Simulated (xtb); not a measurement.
HO$_{4}$Re, triplet, geometry from GFN2-xTB (such geometries of metal compounds can be far from the true shape) (the multiplicity is a formal guess), atoms displaced at random by about 0.02 Å a coordinate; GFN1-xTB run with xtb.

xtb was given this input:
```
$ xtb mol.xyz --gfn 1 --uhf 2 --opt crude --json

# file mol.xyz
6

Re     0.00810748    -0.02860579    -0.08213882
O      1.13958851     0.81656131    -0.97100212
O      0.47949498    -0.32929009     1.62665629
O     -0.46532943    -1.35871735    -0.95270624
O     -1.11219828     0.86774869     1.09879071
H     -1.10226772     0.86395529     2.06035034
```

### Question
What does xtb print? Leave out banner, timings and long lists.

### Answer

```
   ID    Z sym.   atoms
    1   75 Re     1
    2    8 O      2-5
    3    1 H      6

           -------------------------------------------------
          |                Calculation Setup                |
           -------------------------------------------------

           -------------------------------------------------
          |                 G F N 1 - x T B                 |
           -------------------------------------------------

          ...................................................
          :                      SETUP                      :
          :.................................................:
          :  # basis functions                  28          :
          :  # atomic orbitals                  27          :
          :  # shells                           13          :
          :  # electrons                        32          :
          :  # halogen bonds                     0          :
          :  max. iterations                   250          :
          :  Hamiltonian                  GFN1-xTB          :
          :  restarted?                      false          :
          :  GBSA solvation                  false          :
          :  PC potential                    false          :
          :  electronic temp.          300.0000000     K    :
          :  accuracy                    1.0000000          :
          :  -> integral cutoff          0.2500000E+02      :
          :  -> integral neglect         0.1000000E-07      :
          :  -> SCF convergence          0.1000000E-05 Eh   :
          :  -> wf. convergence          0.2000000E-04 e    :
          :  Broyden damping             0.4000000          :
          :  net charge                          0          :
          :  unpaired electrons                  2          :
          ...................................................

 iter      E             dE          RMSdq      gap      omega  full diag
   1    -21.1512869 -0.211513E+02  0.985E+00    1.54       0.0  T
   2    -20.3153098  0.835977E+00  0.126E+01    1.05       1.0  T
   3    -21.5047620 -0.118945E+01  0.363E+00    1.53       1.0  T
   4    -21.4420304  0.627316E-01  0.256E+00    1.39       1.0  T
   5    -21.4989299 -0.568995E-01  0.111E+00    1.56       1.0  T
   6    -21.5078736 -0.894366E-02  0.343E-01    1.51       1.0  T
   7    -21.5087019 -0.828293E-03  0.101E-01    1.49       1.0  T
   8    -21.5087788 -0.769199E-04  0.178E-02    1.50       2.3  T
   9    -21.5087777  0.104576E-05  0.234E-02    1.50       1.7  T
  10    -21.5087818 -0.409222E-05  0.105E-03    1.50      38.8  T
  11    -21.5087818 -0.142429E-08  0.420E-04    1.50      97.3  T
  12    -21.5087818 -0.177076E-08  0.155E-04    1.50     263.5  T
  13    -21.5087818 -0.106720E-09  0.930E-05    1.50     438.9  T

   *** convergence criteria satisfied after 13 iterations ***

 transition dipole moment (au) for excitation:          16          17
     X       Y       Z
   0.2180  -0.1378   0.7965  total (au/Debye):    0.837   2.128
 dE (eV)             :    1.308
 oscillator strength :  0.31774E-01

         :::::::::::::::::::::::::::::::::::::::::::::::::::::
         ::                     SUMMARY                     ::
         :::::::::::::::::::::::::::::::::::::::::::::::::::::
         :: total energy             -21.421874220322 Eh    ::
         :: gradient norm              0.022834618807 Eh/a0 ::
         :: HOMO-LUMO gap              1.496785072893 eV    ::
         ::.................................................::
         :: SCC energy               -21.508781833144 Eh    ::
         :: -> electrostatic           0.226952191202 Eh    ::
         :: repulsion energy           0.088626117790 Eh    ::
         :: dispersion energy         -0.001718504967 Eh    ::
         :: halogen bond corr.         0.000000000000 Eh    ::
         :: add. restraining           0.000000000000 Eh    ::
         :: total charge               0.000000000039 e     ::
[...]
 * total energy  :   -21.4218742 Eh     change       -0.5996625E-10 Eh
 * total energy  :   -21.4234922 Eh     change       -0.1617958E-02 Eh
 * total energy  :   -21.4245903 Eh     change       -0.1098149E-02 Eh
 * total energy  :   -21.4247900 Eh     change       -0.1997083E-03 Eh
   *** GEOMETRY OPTIMIZATION CONVERGED AFTER 4 ITERATIONS ***
         :: total energy             -21.424790035274 Eh    ::
[...]
      -------------------------------------------------------------
         1        2.0000           -0.8900365             -24.2191
       ...           ...                  ...                  ...
         5        2.0000           -0.7149879             -19.4558
         6        2.0000           -0.6768033             -18.4168
         7        2.0000           -0.6651154             -18.0987
         8        2.0000           -0.6464990             -17.5921
         9        2.0000           -0.6458641             -17.5749
        10        2.0000           -0.6413666             -17.4525
        11        2.0000           -0.6186163             -16.8334
        12        2.0000           -0.6101117             -16.6020
        13        2.0000           -0.6092599             -16.5788
        14        2.0000           -0.5910625             -16.0836
        15        2.0000           -0.5841889             -15.8966
        16        1.0000           -0.5606895             -15.2571
        17        1.0000           -0.5034268             -13.6989 (HOMO)
        18                         -0.4377251             -11.9111 (LUMO)
        19                         -0.3490518              -9.4982
        20                         -0.3359943              -9.1429
        21                         -0.3155401              -8.5863
        22                         -0.1633711              -4.4456
        23                         -0.1229642              -3.3460
        24                          0.0109650               0.2984
        25                          0.1079644               2.9379
        26                          0.3145792               8.5601
        27                          0.6352920              17.2872
      -------------------------------------------------------------
                  HL-Gap            0.0657017 Eh            1.7878 eV
             Fermi-level           -0.5215074 Eh          -14.1909 eV

  Mulliken/CM5 charges         n(s)   n(p)   n(d)
     1Re    1.24130  1.96644   0.611  0.905  4.242
     2O    -0.41091 -0.62527   1.721  4.690  0.000
     3O    -0.39017 -0.56221   1.777  4.614  0.000
     4O    -0.41098 -0.62416   1.721  4.690  0.000
     5O    -0.45960 -0.76818   1.739  4.720  0.000
     6H     0.43036  0.61338   0.570  0.000  0.000

Wiberg/Mayer (AO) data.
largest (>0.10) Wiberg bond orders for each atom

 ---------------------------------------------------------------------------
     #   Z sym  total        # sym  WBO       # sym  WBO       # sym  WBO
 ---------------------------------------------------------------------------
     1  75 Re   6.369 --     2 O    2.014     4 O    2.011     3 O    1.371
                             5 O    0.945
     2   8 O    2.432 --     1 Re   2.014     4 O    0.168     3 O    0.143
                             5 O    0.104
     3   8 O    1.996 --     1 Re   1.371     5 O    0.320     2 O    0.143
                             4 O    0.142
     4   8 O    2.431 --     1 Re   2.011     2 O    0.168     3 O    0.142
                             5 O    0.105
     5   8 O    2.236 --     1 Re   0.945     6 H    0.762     3 O    0.320
                             4 O    0.105     2 O    0.104
     6   1 H    0.819 --     5 O    0.762
 ---------------------------------------------------------------------------

Topologies differ in total number of bonds
Writing topology from bond orders to xtbtopo.mol

 dipole moment from electron density (au)
     X       Y       Z
  -0.9446   0.7274   1.0190  total (Debye):    3.986

optimized geometry written to: xtbopt.xyz

           -------------------------------------------------
          | TOTAL ENERGY              -21.424790035274 Eh   |
          | GRADIENT NORM               0.006613456304 Eh/α |
          | HOMO-LUMO GAP               1.787834803196 eV   |
           -------------------------------------------------

normal termination of xtb
```
